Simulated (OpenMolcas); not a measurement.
## Potential curves of TiO⁺: spin-free states

Computed with OpenMolcas 26.06: state-averaged CASSCF(7,9) over Ti 4s 3d, O 2p, XMS-CASPT2 (IPEA 0.25, imaginary shift 0.2 hartree), scalar X2C, ANO-RCC-VTZP, then RASSI spin–orbit state interaction with atomic mean-field integrals. C2 symmetry about the axis (a holds Σ, Δ, Γ; b holds Π, Φ, H; Σ⁺ and Σ⁻ are not told apart); roots by multiplicity and irrep: 2a 3.

XMS-CASPT2 energies in eV from the lowest point. Curves are followed by energy order within each symmetry, so they are adiabatic and may change character at avoided crossings; Σ⁺ and Σ⁻ are counted together.

| R (Å) | (1)2Δ | (1)2Σ |
| --- | --- | --- |
| 1.402 | 1.180 | 2.120 |
| 1.464 | 0.471 | 1.451 |
| 1.511 | 0.169 | 1.178 |
| 1.558 | 0.016 | 1.057 |
| 1.613 | 0.000 | 1.065 |
| 1.667 | 0.119 | 1.195 |
| 1.745 | 0.429 | 1.524 |
| 1.870 | 1.154 | 2.236 |
| 2.103 | 2.615 | 3.556 |

Only roots inside an energy window near the equilibrium distance were included, so the list of states is not complete; labels number the states computed. Each spin and symmetry block has orbitals of its own, averaged over its own roots, so gaps between blocks are less sure than gaps within one and near the minimum can be off by tenths of an eV, in bad cases by more. No Rydberg orbitals are active, so Rydberg states, and σ→σ* states whose orbital the CASSCF left unused, can be missing between those listed. CASPT2 splits the two components of degenerate states numerically, here by up to 6 cm⁻¹. No roots were computed in blocks 2b, 4a, 4b (none fell in the window or the block failed), so states of that kind are missing and can lie low or lowest. For d and f metals this valence active space lacks a second d shell: the order of states is not reliable within half an eV or more, and the lowest computed state need not be the true ground state.
